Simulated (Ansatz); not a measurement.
`OB1CC1Br` + HBr → `BrB1CC1Br` + H₂O  (ligand exchange at a B–O bond)

Computed with Ansatz on PBE0-D4/def2-TZVP structures; ΔE is electronic, products minus reactants. CCSD(T)/CBS adds triple-zeta CCSD(T) − MP2 to the extrapolated MP2 energy (def2 sets, frozen cores). This one scheme is used for every species. Functionals use def2-TZVPP. B3LYP here is the variant with VWN-RPA as its local correlation; programs differ in this. For Br outer-core shells are correlated without core-valence functions, which leaves a few kJ/mol of doubt a bond. Scalar relativity is left out up to krypton. One conformer a species, not always the lowest.

```csv
level,ΔE (eV)
PBE0-D4,0.49
B3LYP-D4,0.56
PBE,0.52
MP2/def2-TZVPP,0.41
CCSD(T)/def2-TZVPP,0.49
HF/def2-QZVPP,0.64
SCS-MP2/def2-QZVPP,0.44
MP2/CBS(def2),0.36
```

(1) What does CCSD(T)/CBS give? (Estimate.)

Largest T1 diagnostic among the species: 0.010.

## Answers

(1) Computed: +0.44 eV. The listed levels differ from it by 0.05, 0.12, 0.08, -0.03, 0.05, 0.20, 0.00, -0.08 eV.

The D4 term adds −0.05 eV with B3LYP and −0.03 eV with PBE0; it sums over pairs of atoms, weighted by their polarisabilities, and B3LYP, whose exchange is more repulsive, gets the larger term. In def2-TZVPP, CCSD(T) changes the Hartree–Fock value by −0.15 eV (the triples alone add −0.02 eV) and MP2 by −0.22 eV.
